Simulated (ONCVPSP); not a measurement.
PBE ONCV dataset for chlorine, scalar-relativistic all-electron reference.

ONCVPSP 4.0.1 input, shortened (lines: element, Z, core and valence counts, functional; n l f; lmax; l rc ep ncon nbas qcut; lloc lpopt rc5 dvloc0; l nproj debl; icmod fcfact rcfact), PBE, scalar-relativistic:

```
  Cl 17.00    3    2        4      upf
    1    0    2.00
    2    0    2.00
    2    1    6.00
    3    0    2.00
    3    1    2.00
    1
    0    1.30    0.00    3    8    5.10
    1    1.35    0.00    4    8    6.80
    4    3    1.10    0.00
    0    2    1.30
    1    2    3.80
    3    3.25    1.70
```

In the s channel the program set the typed energies aside and used -2.164, 0.250 Ha.

All-electron outer shells of the reference configuration (PBE, scalar-relativistic, ld1.x):

```tsv
shell	level (eV)	outermost node (bohr)	outermost maximum (bohr)
2s	-297.61	0.12	0.36
2p	-236.72	–	0.30
3s	-58.88	0.55	1.23
3p	-45.11	0.52	1.31
```

(1) Estimate the cutoffs (Ha) at which the residual kinetic energy of the hardest occupied pseudo-wave falls to 1 and 0.1 mHa per electron.

(2) Does the potential have ghost states?

(3) Which valence shell sets the plane-wave cutoff?

(4) Tests: 3s2 3p5; 3s2 3p4; 3s2 3p3; 3s1 3p6. Which has the largest error in its energy relative to the reference configuration, and how large is it?

## Answers

(1) 23 Ha and 110 Ha.

(2) No bound ghost flagged; GHOST(+) flagged for s at 183.1 eV.

(3) 3s: 23 Ha for 1 mHa per electron, against 16 Ha for 3p.

(4) 3s1 3p6, with +20 meV (all-electron minus pseudo) on -65.48 eV.
